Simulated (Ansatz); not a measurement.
Conformers of C$_{2}$H$_{7}$BO$_{2}$S (`CCSB(O)O`), each relaxed with PBE0-D4/def2-TZVP in Ansatz. CBS adds the triple-zeta coupled-cluster correction to the MP2 limit.

Not all of them had a frequency check.

Conformer A:

Cartesian coordinates in Å:
```
C 1.660 0.414 0.530
C 0.969 -0.879 0.146
S -0.049 -0.757 -1.353
B -1.546 0.092 -0.758
O -2.475 0.385 -1.705
O -1.796 0.435 0.542
H 2.296 0.765 -0.284
H 0.943 1.210 0.747
H 2.285 0.269 1.417
H 0.364 -1.281 0.965
H 1.706 -1.651 -0.082
H -3.248 0.814 -1.326
H -1.109 0.185 1.161
```

Conformer B:

Z-matrix (Å, degrees):
```
C
C 1 1.514
H 1 1.094 2 110.2
H 1 1.091 2 110.7 3 119.6
H 1 1.092 2 111.1 3 -120.0
S 2 1.819 1 113.4 3 177.2
H 2 1.092 1 111.2 3 59.5
H 2 1.090 1 111.4 3 -60.9
B 6 1.815 2 102.3 1 79.6
O 9 1.361 6 120.4 2 2.3
O 9 1.367 6 120.7 2 -178.3
H 10 0.962 9 111.5 6 179.0
H 11 0.959 9 114.3 6 0.7
```

Task: Which is lowest in electronic energy at CCSD(T)/CBS (frozen core, def2 sets), and by how much? (An estimate is asked.)

Result: Ansatz gave: B; A lies 9.1 kJ/mol higher.

Task: Give the energies relative to B (kJ/mol) with r2SCAN-D4/def2-TZVPP, PBE0-D4/def2-TZVPP, ωB97X-V/def2-TZVPP, ωB97M-V/def2-TZVPP, B3LYP/def2-TZVPP, CCSD/def2-TZVPP, MP2/CBS(def2). (Best estimate.)

Result: Ansatz gave: 
```tsv
level	A
r2SCAN-D4/def2-TZVPP	8.7
PBE0-D4/def2-TZVPP	8.4
ωB97X-V/def2-TZVPP	8.9
ωB97M-V/def2-TZVPP	8.4
B3LYP/def2-TZVPP	9.3
CCSD/def2-TZVPP	8.7
MP2/CBS(def2)	9.6
```

B3LYP here is the variant with VWN-RPA as its local correlation; programs differ in this.
